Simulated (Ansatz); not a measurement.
# What each rung costs, and what it gives

Saddle point of SiH7O2F, closed shell (SiH₄O ([OH][SiH3]) + H₂O + HF → SiH₃OF ([OH][SiH2][F]) + H₂O + H₂; bonds formed: Si1–F7, H2–H8, H6–O9; bonds broken: Si1–H2, H6–F7, H8–O9), PBE0-D4/def2-TZVP structure:

```json
{"atom": "Si1", "x (Å)": "-0.5149", "y (Å)": "0.5579", "z (Å)": "-0.7810"}
{"atom": "H2", "x (Å)": "0.5256", "y (Å)": "-0.7157", "z (Å)": "-0.8336"}
{"atom": "H3", "x (Å)": "-0.5640", "y (Å)": "0.3640", "z (Å)": "-2.2674"}
{"atom": "H4", "x (Å)": "-1.8288", "y (Å)": "0.0253", "z (Å)": "-0.3314"}
{"atom": "O5", "x (Å)": "-0.1686", "y (Å)": "2.1672", "z (Å)": "-0.8590"}
{"atom": "H6", "x (Å)": "0.5374", "y (Å)": "-0.5928", "z (Å)": "1.4099"}
{"atom": "F7", "x (Å)": "0.0040", "y (Å)": "0.6127", "z (Å)": "1.0063"}
{"atom": "H8", "x (Å)": "0.7453", "y (Å)": "-1.2514", "z (Å)": "0.0502"}
{"atom": "O9", "x (Å)": "0.9433", "y (Å)": "-1.5259", "z (Å)": "1.1689"}
{"atom": "H10", "x (Å)": "-0.0107", "y (Å)": "2.5781", "z (Å)": "-0.0061"}
{"atom": "H11", "x (Å)": "0.3313", "y (Å)": "-2.2194", "z (Å)": "1.4434"}
```

Barriers are electronic and count from the start structure reached by relaxing down the imaginary mode.

Ansatz 0.2.0; basis: as named in each row; cores frozen in the correlated methods. B3LYP uses VWN-RPA correlation. Extrapolation: Hartree–Fock as exp(−7.88 √X), correlation as X^−2.97.

Times are rough, for one single point on 4 threads of a shared host (Intel Xeon 6975P-C).

The estimate by CCSD(T) at an estimated basis limit (MP2 extrapolated from triple and quadruple zeta, plus CCSD(T) − MP2 in triple zeta) is 1.426 eV.

```
      method       basis  time (s)  barrier (eV)  method less estimate
          HF      STO-3G   under 1         2.711                 1.285
      PBE-D4      STO-3G   under 1         0.216                -1.210
       SPW92    def2-SVP   under 1         0.484                -0.942
      PBE-D4    def2-SVP   under 1         0.887                -0.539
    B3LYP-D4       6-31G   under 1         1.282                -0.144
     PBE0-D4    def2-SVP   under 1         1.105                -0.321
       SPW92  def2-TZVPP   under 1         0.642                -0.783
      PBE-D4  def2-TZVPP   under 1         1.045                -0.381
     BLYP-D4  def2-TZVPP   under 1         1.217                -0.208
    B3LYP-D4  def2-TZVPP         1         1.335                -0.090
    BHLYP-D4  def2-TZVPP         1         1.529                 0.103
     PBE0-D4  def2-TZVPP         1         1.223                -0.203
CAM-B3LYP-D4  def2-TZVPP         1         1.330                -0.095
     wB97M-V    def2-SVP         1         1.153                -0.273
   r2SCAN-D4  def2-TZVPP         1         1.065                -0.360
  r2SCAN0-D4  def2-TZVPP         2         1.224                -0.202
     CCSD(T)    def2-SVP         2         1.475                 0.049
      B2PLYP  def2-TZVPP         2         1.392                -0.033
  RPA on PBE  def2-TZVPP         2         1.435                 0.009
    PBE-QIDH  def2-TZVPP         2         1.348                -0.078
      B97M-V  def2-TZVPP         2         1.191                -0.234
     wB97X-V  def2-TZVPP         3         1.342                -0.083
     wB97M-V  def2-TZVPP         3         1.303                -0.123
         MP2  def2-QZVPP        10         1.380                -0.046
     CCSD(T)  def2-TZVPP        30         1.443                 0.018
```

All methods are single points on the PBE0-D4 structures.

The T1 diagnostic stays at or below 0.012.

Labels in which every atom is bracketed show which atoms are joined, not bond orders.
